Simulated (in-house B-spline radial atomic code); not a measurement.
**RPA and G0W0 on PBEsol: I VII (I6+)**

Configuration [Kr] 4d10 5s1, highest spin, mean-field start PBEsol. Computed with a B-spline radial code for spherical atoms: all electrons, non-relativistic, point nucleus, each spin shell either full or empty, empty states to l = 9 with an (l + 1/2)⁻⁴ tail; G0W0 by contour deformation at full frequency.

Without relativity these are model numbers: it shifts the levels of so heavy an element strongly and can reorder them.

Command:
```bash
python run_gw.py task.json out
```
Settings (radii: box in bohr, nucleus in fm):
```
Z                        53
electrons                47
configuration            [Kr] 4d10 5s1
hamiltonian              nr
method                   pbesol
lmax                     9
spin_polarised           True
box_radius               9.29
intervals                51
ion_configuration        [Kr] 4d10
```

Run time, properties included: 8.5 s on 1 thread of Arm Neoverse N1 (shared host).

Energies (hartree):

```json
{"term": "mean-field total", "value": "-6909.13163"}
{"term": "Hartree-Fock functional on these orbitals", "value": "-6910.04424"}
{"term": "direct second order", "value": "-4.1863"}
{"term": "second-order exchange", "value": "1.1529"}
{"term": "SOSEX correction", "value": "1.0785"}
```

(1) What is the RPA correlation energy, and what remains with SOSEX?

Quasi-particle levels (eV):

```tsv
level	occupied	mean field	Σx - vxc	Σc	QP weight	G0W0
5s up	yes	-79.58	-3.68	?	?	?
4d down	yes	-125.19	-12.29	0.60	0.952	-136.88
4d up	yes	-125.54	-12.26	0.61	0.948	-137.19
5s down	no	-77.88	8.66	-3.14	0.950	-72.36
```

G0W0 = mean field + (Σx - vxc) + Σc, with Σc (partial-wave tail included) taken at the quasi-particle energy. Only the outer levels were computed. Levels of low weight are left out.

(2) Where does G0W0 put 5s up?

(3) What does it cost to remove one electron (to [Kr] 4d10) by differences of total energies, each species on its own start (correlation terms add to the Hartree-Fock functional)?

Results:

(1) RPA gives -3.714 hartree (-2.15 eV per electron); RPA + SOSEX gives -2.6355, and the second-order doubles -3.0335 hartree (no singles). RPA lacks exchange-type terms and so overcorrelates at short range.

(2) At -85.58 eV, with Σc = -2.32 eV and a quasi-particle weight of 0.969. The tabulated removal energy is 87.61 ± 0.06 eV (NIST, semi-empirical); the calculation leaves out relativity, Breit and QED terms, and what these don't explain is the method's own error.

(3) PBEsol 85.41 eV, Hartree-Fock functional 83.02 eV, + RPA 85.33 eV, + RPA + SOSEX 84.53 eV, + second order 85.55 eV. Tabulated: 87.61 ± 0.06 eV (NIST, semi-empirical); the calculation leaves out relativity, Breit and QED terms, and what these don't explain is the method's own error.
